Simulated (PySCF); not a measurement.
# Nuclear repulsion and electron count by hand

System: Cl$_{2}$Si, triplet, geometry from GFN2-xTB (the spin is typed, not shown lowest). Level: B97M-V/cc-pVDZ run with PySCF. Sums are taken with unrounded values, so a last digit can differ.

Coordinates (Å):

```
atom         x         y         z
----  --------  --------  --------
Si1    0.00116   0.00485   0.75153
Cl2    1.13019   1.35003  -0.31994
Cl3   -1.13115  -1.35403  -0.29897
```

Question: Work out the nuclear repulsion energy and the numbers of alpha and beta electrons.

Answer: In atomic units each pair adds Z_i Z_j / r_ij, with r in bohr (1 bohr = 0.529177 Å).
| pair | r (Å) | r (bohr) | Z_i Z_j | term (Eh) |
|---|---|---|---|---|
| Si1-Cl2 | 2.0572 | 3.8876 | 238 | 61.2198 |
| Si1-Cl3 | 2.0572 | 3.8876 | 238 | 61.2198 |
| Cl2-Cl3 | 3.5251 | 6.6614 | 289 | 43.3843 |
The sum is 165.8239 Eh; PySCF gives 165.8239 Eh. The atomic numbers add up to 48, so at charge +0 there are 48 electrons; multiplicity 3 means 2 unpaired, so 25 alpha and 23 beta.
